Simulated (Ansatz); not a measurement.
```yaml
crystal:
  periodic: [false, false, false]
  atoms:
    - {symbol: F, position_ang: [0.941503, 1.862768, -2.489809]}
    - {symbol: C, position_ang: [0.069408, 1.479177, -1.567445]}
    - {symbol: F, position_ang: [-1.076723, 1.868763, -2.116875]}
    - {symbol: F, position_ang: [0.042871, 2.282377, -0.546625]}
    - {symbol: O, position_ang: [0.298200, 0.397550, -1.542717]}
    - {symbol: Ge, position_ang: [-0.866072, -0.956200, -0.475394]}
    - {symbol: O, position_ang: [0.468222, -1.592957, 0.714315]}
    - {symbol: C, position_ang: [0.693673, -0.871468, 1.968462]}
    - {symbol: F, position_ang: [1.520008, -1.582222, 2.443235]}
    - {symbol: F, position_ang: [-0.488416, -0.989438, 2.732734]}
    - {symbol: F, position_ang: [0.951068, 0.336561, 1.688852]}
    - {symbol: H, position_ang: [-0.869519, -2.141615, -1.297254]}
    - {symbol: H, position_ang: [-1.784560, -0.157968, 0.195961]}
basis:
  gaussian: {orbitals: ANO-RCC-VTZP}
total_charge: -3
magnetization: {spin_polarized: true, initial_magnetization: 1}
hamiltonian: {xc: {name: B2PLYP}}
output: {forces: true}
```

```sh
$ ansatz run in.yaml --threads 4 --pin off --events-out ev --progress --plain --max-ram 66560MiB --backend cuda --devices 0, --max-vram 37GiB
```

It prints (some lines left out):

```
Functional definition: B2PLYP
2305 factors; integrals over basis functions are off by at most 7.9e-4 eV
mean field evaluation 1: about -79565.9821 eV, gradient 6.1e1 eV
mean field evaluation 2: about -79566.7646 eV, gradient 6.1e1 eV
mean field evaluation 4: about -79579.6993 eV, gradient 2.5e1 eV
mean field evaluation 8: about -79582.2627 eV, gradient 8.8e-1 eV
mean field evaluation 16: about -79582.3918 eV, gradient 2.3e-1 eV
mean field evaluation 32: about -79582.4195 eV, gradient 1.3e-2 eV
a density is far from that of the atoms, so the factors are made again for it
2383 factors; integrals over basis functions are off by at most 8.8e-4 eV
mean field evaluation 192: about -79582.4201 eV, gradient 8.8e-3 eV
mean field evaluation 224: about -79582.4086 eV, gradient 1.0e-1 eV
mean field evaluation 256: about -79582.2931 eV, gradient 2.0e-1 eV
mean field -79582.42007472 eV, -2924.5999948443 hartree, gradient 3.4e-6 eV, S^2 1.094821; 11 other end points of the search recorded, 0 dependent functions left out
19 core orbitals not correlated: weight in the atoms' cores, before any rotation towards them, 1.000 or more for the frozen orbitals, at most 0.000 for the correlated occupied ones
reference -79582.42024082 eV, -2924.6000009483 hartree; 41, 40 occupied and 311, 312 virtual orbitals, 2383 factors
second order -90.85671440 eV of doubles, -0.00000000 eV of singles
Total energy: -79606.95155371 eV, -2925.5015100690 hartree
Relativity: scalar
Atom 0 at     0.941503     1.862768    -2.489809 Å, force     4.395067     5.804443    -3.738506 eV/Å
Atom 1 at     0.069408     1.479177    -1.567445 Å, force    -2.611991    10.056126    -2.807886 eV/Å
Atom 2 at    -1.076723     1.868763    -2.116875 Å, force    -4.475742     0.704427    -2.304293 eV/Å
Atom 3 at     0.042871     2.282377    -0.546625 Å, force     1.769978     2.116034     4.021264 eV/Å
Atom 4 at     0.298200     0.397550    -1.542717 Å, force     1.738217   -17.830108     4.383461 eV/Å
Atom 5 at    -0.866072    -0.956200    -0.475394 Å, force     1.823302    -1.642557    -0.271271 eV/Å
Atom 6 at     0.468222    -1.592957     0.714315 Å, force    -0.988650     2.333429     1.017839 eV/Å
Atom 7 at     0.693673    -0.871468     1.968462 Å, force    -9.407860    -2.566919    -8.014502 eV/Å
Atom 8 at     1.520008    -1.582222     2.443235 Å, force     7.477265    -3.408461     5.810343 eV/Å
Atom 9 at    -0.488416    -0.989438     2.732734 Å, force     1.380059     0.998392     0.046248 eV/Å
Atom 10 at     0.951068     0.336561     1.688852 Å, force     1.249323     3.243759     1.049493 eV/Å
Atom 11 at    -0.869519    -2.141615    -1.297254 Å, force    -0.258330    -1.267324    -0.878169 eV/Å
Atom 12 at    -1.784560    -0.157968     0.195961 Å, force    -2.090638     1.458758     1.685978 eV/Å
Dipole moment:     3.688842     2.676516     1.480558 e Å
```

Something in this input is off. What?

The charge is far from anything that the molecule holds. The calculation finished and met its thresholds. The result belongs to that input, not to the molecule as meant.
